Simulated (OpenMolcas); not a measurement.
# S2+: Slater's ratio, worked from levels

```
Program             : OpenMolcas 26.06
Basis               : ANO-RCC-VTZP [5s4p2d1f]
Scalar Hamiltonian  : DKH2, point nucleus
Active space        : 4 electrons in 4 orbitals (3s 3p)
State averaging     : 2S+1 = 3 even, 6 roots; 2S+1 = 1 even, 12 roots; 2S+1 = 5 odd, 1 root; 2S+1 = 3 odd, 9 roots; 2S+1 = 1 odd, 8 roots
Spin-orbit coupling : state interaction with AMFI integrals over the reference wave functions, term energies averaged over their components
```

Methods: CASSCF; MS-CASPT2, IPEA 0.25 Eh, imaginary shift 0.1 Eh (closed shells correlated: 2s 2p). Measured levels: NIST levels in Podobedova, Kelleher and Wiese, J. Phys. Chem. Ref. Data 38, 171 (2009).

**Slater's ratio.** With one set of orbitals, p2 has 1D - 3P = 6 F2 and 1S - 1D = 9 F2 (F2 = F²/25), a ratio of 3/2. Term energies are centres of gravity, weighted by 2J + 1.

```tsv
Source	1D - 3P	1S - 3P	F2 from the first	Ratio
CASSCF	13763	25338	2294	0.841
MS-CASPT2	10538	25282	1756	1.399
measured	10760	26599	1793	1.472
```

Energies in cm-1. A ratio away from 3/2 shows effects beyond one configuration with one set of orbitals, and in heavier atoms second-order spin-orbit shifts. In CASSCF the valence s occupation is 1.90 in 1S against 1.97 in 1D: mixing out of s² acts most on 1S and pulls it down.

CASPT2 does not keep the components of a term degenerate, so their means are used; among the terms shown or strongly mixed into the levels shown the widest spread is 46 cm-1 (3s2 3p2 1D, MS-CASPT2). Over all roots computed the reference weight is 0.85 to 0.99 in MS-CASPT2; the roots of lowest weight are the least certain, and an intruder state may touch them. Computed and measured levels are paired by configuration, term and J; levels that our copy of the source lacks, or whose pairing is in doubt (as where it misses far off the trend of its configuration), stay unpaired and out of the deviations. Only configurations of the active space appear.
